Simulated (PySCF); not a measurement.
## Atomic charges by several schemes

Species: [ZrF6]2- (charge -2 and singlet state).
Structure used (PBE0-D3(BJ)/def2-SVP), in Å, numbered top down from 1:
```
atom  x, y, z in Å
Zr1    0.0001    0.0000    0.0001
F2    -0.0232   -0.0120    2.0219
F3     0.0230    0.0119   -2.0217
F4     2.0219    0.0067    0.0221
F5    -2.0217   -0.0067   -0.0223
F6    -0.0068    2.0219    0.0120
F7     0.0067   -2.0218   -0.0121
```

Density: PBE0/pcSseg-1 (def2-TZVP on Zr) (PySCF); schemes: Mulliken and ESP-fitted. Whether so highly charged an anion holds all its electrons in the gas phase wasn't checked; a finite basis holds them in any case. No counter-ion or solvent screens the charge of this multiply charged ion. Atoms past krypton carry effective core potentials; spin–orbit coupling is left out. The pcSseg-1 basis has no diffuse functions, a weakness for an anion.

Question: Tabulate the Mulliken and ESP-fitted charges.

Answer: In e:

| atom | environment | Mulliken | ESP-fitted |
| --- | --- | --- | --- |
| Zr1 | zirconium bonded to 6 F | +1.456 | +1.855 |
| F2 | fluorine bonded to Zr | -0.576 | -0.643 |
| F3 | fluorine bonded to Zr | -0.576 | -0.642 |
| F4 | fluorine bonded to Zr | -0.576 | -0.642 |
| F5 | fluorine bonded to Zr | -0.576 | -0.642 |
| F6 | fluorine bonded to Zr | -0.576 | -0.643 |
| F7 | fluorine bonded to Zr | -0.576 | -0.642 |

Mean size of the charges over all atoms: ESP-fitted 0.816 e, Mulliken 0.702 e. Each set sums to the total charge, -2, to within 0.001 e. The ESP scheme is a least-squares fit of atom-centred charges to the potential on four shells outside the van der Waals surface, with the total charge fixed.

Lowest charge. All schemes pick atoms of one kind: Mulliken F2, F3, F4, F5 and 2 more (-0.576); ESP-fitted F2 and F6 (-0.643).

Highest charge. All schemes agree: Mulliken Zr1 (+1.456); ESP-fitted Zr1 (+1.855).

Question: Sum the charges by element, for elements with more than one atom.

Answer: 
```json
{"element": "F", "atoms": "6", "Mulliken": "-3.456", "ESP-fitted": "-3.855"}
```

Question: How many electrons does the Mulliken scheme count on F2?

Answer: Z − q = 9 − (-0.576) = 9.576.
